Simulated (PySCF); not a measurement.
C₅H₁₂O₂Si₂.
Atom-mapped SMILES: `[CH3:1][CH2:2][Si@H:3]1[SiH2:4][O:5][CH:6]=[C:7]1[O:8][CH3:9]`

Geometry (GFN2-xTB, Å), atoms numbered from 1 in this order:
```xyz
21
C5H12O2Si2 angstrom
C      3.1719   -0.8560   -0.4781
C      1.7052   -0.6527   -0.8335
Si     0.6507   -0.1433    0.6706
Si     0.5325    2.0736    1.3184
O     -1.0754    2.1885    0.9697
C     -1.7620    1.1471    0.4195
C     -1.1794   -0.0288    0.1792
O     -1.7754   -1.1335   -0.3654
C     -3.1402   -1.0455   -0.6926
H      3.2762   -1.6265    0.2820
H      3.7459   -1.1619   -1.3515
H      3.6051    0.0628   -0.0885
H      1.6280    0.0991   -1.6217
H      1.3060   -1.5795   -1.2482
H      0.7965   -1.1637    1.7263
H      1.1684    3.1181    0.5107
H      0.6131    2.4330    2.7335
H     -2.7923    1.4066    0.2186
H     -3.4160   -2.0187   -1.0958
H     -3.7471   -0.8300    0.1932
H     -3.3206   -0.2721   -1.4469
```

Probes without a nucleus sit at each ring's centroid and 1 Å off its mean plane on both sides; NICS is minus the shielding there, NICSzz its component along the normal. Level: GIAO PBE0/pcSseg-1 (PySCF, non-relativistic, gas phase) on the GFN2-xTB geometry, one conformer.

Ring bond lengths (Å), with Mayer bond orders in brackets: Si3–Si4 2.313 (0.95), Si4–O5 1.649 (0.89), O5–C6 1.363 (0.95), C6–C7 1.334 (1.70), C7–Si3 1.898 (0.86).

Question: Give the NICS values of each ring in ppm.

Answer: 
```csv
ring,type,NICS(0),"NICS(1), two faces","NICS(1)zz, two faces",rms pucker (Å),"centre to ring atoms, mean (Å)"
Si3–Si4–O5–C6–C7,"5-membered ring with O and 2 Si; formal bonds 1 double, 4 single",-3.8,-2.1 / -2.3,1.1 / 0.2,0.02,1.44
```

Question: What do they say, and how far can they be read as aromaticity?

Answer: 
- Si3–Si4–O5–C6–C7: mean NICS(1)zz 0.6 ppm, near zero. Si3, Si4 have four or more neighbours, and the NICS criterion for π rings isn't applied.

Question: At the first NICS(1) probe listed for ring Si3–Si4–O5–C6–C7, 1 Å off the ring, how large is the induced field along the normal in 14.1 T applied along it?

Answer: NICSzz × B0 = 1.1 ppm × 14.1 T = 16 μT, along the applied field.

Question: How shielded are the nuclei of the rings and their hydrogens (means over atoms taken as equivalent)?

Answer: 
| atoms | environment | σ isotropic (ppm) | principal values of the symmetric part, first atom (ppm) |
| --- | --- | --- | --- |
| Si3 | SiH silicon | 390.5 | 351.5, 391.5, 428.6 |
| Si4 | oxygen-bound silicon | 366.8 | 309.8, 341.1, 449.6 |
| O5 | silyl ether oxygen | 283.4 | 246.7, 280.2, 323.3 |
| C6 | vinylic carbon bearing oxygen | 46.9 | -39.2, 69.5, 110.5 |
| C7 | vinylic carbon bearing oxygen | 31.5 | -52.3, 55.1, 91.8 |
| H15 | Si–H hydrogen | 27.02 | 23.8, 25.6, 31.7 |
| H16 | Si–H hydrogen | 26.44 | 23.0, 25.0, 31.3 |
| H17 | Si–H hydrogen | 26.45 | 22.8, 24.9, 31.7 |
| H18 | vinylic hydrogen | 25.41 | 22.3, 25.0, 28.9 |

On an Arm Neoverse V1 with one thread, no GPU, shared host, this took 56 s wall and 1.1 GiB of memory at its peak. This is the whole shielding run at PBE0/pcSseg-1, SCF included.
